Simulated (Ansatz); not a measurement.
Program: Ansatz. Geometries: PBE0-D4/def2-TZVP. ΔE: electronic, gas phase. CCSD(T)/CBS is the MP2 limit (def2-TZVPP, def2-QZVPP) plus CCSD(T) − MP2 in def2-TZVPP, frozen cores. def2 core potentials past Kr. For Br, In outer-core shells are correlated without core-valence functions, which leaves a few kJ/mol of doubt a bond. Scalar relativity is left out up to krypton. Each species was taken in one conformer, which may not be the lowest.

`[Br][InH][Br]` + `O[SiH3]` → `[SiH3][O][InH][Br]` + HBr  (ligand exchange at the In–Br bond)

```
             species  CCSD(T)/def2-SVP energy (Eh)
     `[Br][InH][Br]`                   -5334.66790
           `O[SiH3]`                    -366.33040
`[SiH3][O][InH][Br]`                   -3128.03244
                 HBr                   -2572.93763
```

(1) Work out ΔE.

Largest T1 diagnostic among the species: 0.013.

## Answers

(1) ΔE = (-3128.03244) + (-2572.93763) − (-5334.66790) − (-366.33040) = 0.02823 Eh = +0.77 eV. CCSD(T)/CBS gives +0.85 eV.

From BLYP to BHLYP (50 % exact exchange), in def2-TZVPP and without D4, ΔE moves by +0.10 eV. In def2-TZVPP, CCSD(T) changes the Hartree–Fock value by −0.23 eV (the triples alone add −0.03 eV) and MP2 by −0.20 eV. At CCSD(T), def2-SVP lies −0.08 eV from the extrapolated value and def2-TZVPP −0.03 eV.
